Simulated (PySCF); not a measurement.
## A single-point calculation

EuF3(H2O) (singlet in the valence; each metal's 4f electrons, 6 of them, lie in its core potential, out of spins and levels). PySCF 2.14.0, RKS PBE0, Eu lcecp-1-SVP with ECP52, F def2-SVP, O def2-SVP, H def2-SVP; non-relativistic Hamiltonian with scalar-relativistic core potentials where named; density fitting; no spin-orbit coupling. Purpose: finer grid at the relaxed geometry.

```python
mol = gto.M(atom='''
Eu     0.08704    -0.09072     0.09072
F      1.10052     1.36637     1.13916
F     -1.31840    -1.15316     1.15316
F      1.10052    -1.13916    -1.36637
O     -1.32064     1.33801    -1.33801
H     -1.65504     2.21750    -1.12210
H     -1.65504     1.12210    -2.21750''',
    basis={'Eu': 'lcecp-1-SVP', 'F': 'def2-SVP', 'O': 'def2-SVP', 'H': 'def2-SVP'},
    ecp={'Eu': 'lcecp-1-SVP'},
    charge=0, spin=0)
mf = dft.RKS(mol, xc='PBE0')
mf.grids.atom_grid = (75, 302)  # f atoms: unpruned, at least (60, 302)
mf = mf.density_fit()  # fitting sets: Eu AutoAux, F def2-universal-JKFIT, O def2-universal-JKFIT, H def2-universal-JKFIT
mf.conv_tol = 1e-09; mf.max_cycle = 55
mf.kernel(dm0)  # dm0: converged density of the relaxed state
mf.nuc_grad_method().kernel()
```

Run from Python with OMP_NUM_THREADS=2; the lines above give its settings. Where DIIS fails, smearing, a level shift and second-order steps follow.
It took 10 s on 2 threads of Arm Neoverse V2, on a shared host, with gradient, populations and further properties, from an already converged density.

Problem. Where do the frontier levels lie, over both spins?

Solution. HOMO -9.35 eV, LUMO -1.13 eV. The 4f levels lie in the core potential and are missing.

Problem. What are the Mulliken charges and spins?

Solution. 
```
atom  charge (e)  spin (e)
 Eu1       1.208     0.000
  F2      -0.460     0.000
  F3      -0.459     0.000
  F4      -0.460     0.000
  O5      -0.296     0.000
  H6       0.233     0.000
  H7       0.233     0.000
```
The spin of the 4f electrons in the core isn't counted.

Problem. What forces act on the atoms (eV/Å)?

Solution. 
```
Eu   0.01  0.00  0.00
F   -0.01 -0.01  0.00
F    0.00  0.00  0.00
F   -0.01  0.00  0.01
O    0.00  0.00  0.00
H    0.00  0.00  0.00
H    0.00  0.00  0.00
```
Forces carry noise of the integration grid, about 0.01 to 0.03 eV/Å.

An lcecp potential fixes the number of 4f electrons, so in runs with it no electron can move into or out of that shell.
